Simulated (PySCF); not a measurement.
C2H4BCl.
Numbering: `[BH2:1][C:2](=[CH2:3])[Cl:4]` (hydrogens: H5, H6 on B1; H7, H8 on C3)

Jobs on this species (8 atoms, 38 electrons) with PySCF (density fitting). Hardware of each: one thread, Arm Neoverse V1 (aarch64) (shared host). Other jobs ran on the host; a repeat could differ by tens of per cent or more. Peak memory is the resident size of the whole Python process, interpreter and libraries included.

```tsv
level and settings	work	basis functions	SCF cycles	wall time	peak memory
PBE0-D3(BJ)/def2-SVP, grid level 1	geometry optimisation from a GFN2-xTB start shaken at random	80	?	?	?
PBE0/6-31G	shieldings, charges and field gradients	48	?	?	?
PBE0/6-31G*	shieldings, charges and field gradients	68	13	4.1 s	0.38 GiB
CAM-B3LYP/pcSseg-2	shieldings	207	12	17 s	0.94 GiB
PBE0/aug-cc-pVDZ	shieldings, charges and field gradients	132	14	8.2 s	0.58 GiB
B3LYP/6-31G*	spin–spin couplings from 7 perturbed nuclei	68	14	6.3 s	0.44 GiB
PBE0/cc-pVTZ	shieldings, charges and field gradients	180	14	12 s	0.79 GiB
PBE0/aug-cc-pVTZ	10 singlets by full TDDFT, 4 Tamm–Dancoff triplets, polarisability	280	14	29 s	0.85 GiB
B3LYP/def2-TZVP	spin–spin couplings from 7 perturbed nuclei	154	14	18 s	0.64 GiB
```

**Question.** Fill in the missing figures.

**Answer.** 
- PBE0-D3(BJ)/def2-SVP, grid level 1; geometry optimisation from a GFN2-xTB start shaken at random: 18 s, 0.34 GiB, 60 SCF cycles
- PBE0/6-31G; shieldings, charges and field gradients: 3.1 s, 0.44 GiB, 12 SCF cycles

**Question.** What do all jobs in the table cost together?

**Answer.** About 1.9 min; the longest takes about 25 % of that, and about 9.4 times as long as the shortest.
